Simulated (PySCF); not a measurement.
**Spin-rotation constants: `C=C(F)[C@H](C#N)C[O-]`, [C$_{5}$H$_{5}$FNO]-, charge -1**

Geometry:
```json
{"atom": "C1", "x (Å)": "1.738", "y (Å)": "-0.301", "z (Å)": "0.571"}
{"atom": "C2", "x (Å)": "0.943", "y (Å)": "-0.478", "z (Å)": "-0.473"}
{"atom": "F3", "x (Å)": "1.290", "y (Å)": "-1.406", "z (Å)": "-1.435"}
{"atom": "C4", "x (Å)": "-0.351", "y (Å)": "0.169", "z (Å)": "-0.698"}
{"atom": "C5", "x (Å)": "-0.293", "y (Å)": "1.581", "z (Å)": "-0.686"}
{"atom": "N6", "x (Å)": "-0.293", "y (Å)": "2.734", "z (Å)": "-0.698"}
{"atom": "C7", "x (Å)": "-1.409", "y (Å)": "-0.328", "z (Å)": "0.601"}
{"atom": "O8", "x (Å)": "-0.899", "y (Å)": "-0.240", "z (Å)": "1.755"}
{"atom": "H9", "x (Å)": "1.424", "y (Å)": "0.365", "z (Å)": "1.351"}
{"atom": "H10", "x (Å)": "2.644", "y (Å)": "-0.869", "z (Å)": "0.697"}
{"atom": "H11", "x (Å)": "-0.832", "y (Å)": "-0.180", "z (Å)": "-1.616"}
{"atom": "H12", "x (Å)": "-2.305", "y (Å)": "0.321", "z (Å)": "0.378"}
{"atom": "H13", "x (Å)": "-1.660", "y (Å)": "-1.368", "z (Å)": "0.234"}
```

Total charge -1.

Theory: PySCF 2.14.0, GIAO B3LYP/aug-pcSseg-1 magnetisability, rotational g tensor and spin-rotation constants, non-relativistic, gas phase. Geometry: GFN2-xTB.

For an ion the centre-of-mass motion in the field is neglected.

(1) Give the nuclear spin-rotation constants along the inertial axes (H = +C I·J) beside the isotropic shieldings.

(2) How do the rotational constants and the g tensor change when H9, H10, H11, H12, H13 are replaced by deuterium?

Results:

(1) Rotational constants 2.3753, 1.7873, 1.3436 GHz. A star marks the isotopologue with that one atom substituted, in its own axes.
```tsv
atom	isotope	Caa (kHz)	Cbb (kHz)	Ccc (kHz)	mean (kHz)	σ (ppm)
F3	19F	2.458	1.938	1.766	2.054	274.4
N6	14N	0.243	0.276	0.240	0.253	-0.7
H9	1H	0.069	-0.146	-0.051	-0.043	27.1
H10	1H	0.115	-0.200	-0.061	-0.049	27.8
H11	1H	-0.240	-0.162	0.077	-0.108	29.0
H12	1H	0.165	-0.092	-0.064	0.003	24.7
H13	1H	0.022	-0.055	-0.019	-0.018	25.1
C1	13C*	0.880	0.261	0.354	0.498	93.8
C2	13C*	1.310	0.536	0.462	0.769	2.2
C4	13C*	0.475	0.323	0.272	0.357	137.1
C5	13C*	0.497	0.633	0.578	0.569	46.7
C7	13C*	0.768	0.484	0.314	0.522	82.3
O8	17O*	-0.304	-0.264	-0.365	-0.311	177.8
```
For the geometry as given, no vibrational averaging.

(2) Constants 2.1810, 1.6590, 1.2982 GHz; g -0.0465, -0.0310, -0.0348, against -0.0492, -0.0339, -0.0366 before.
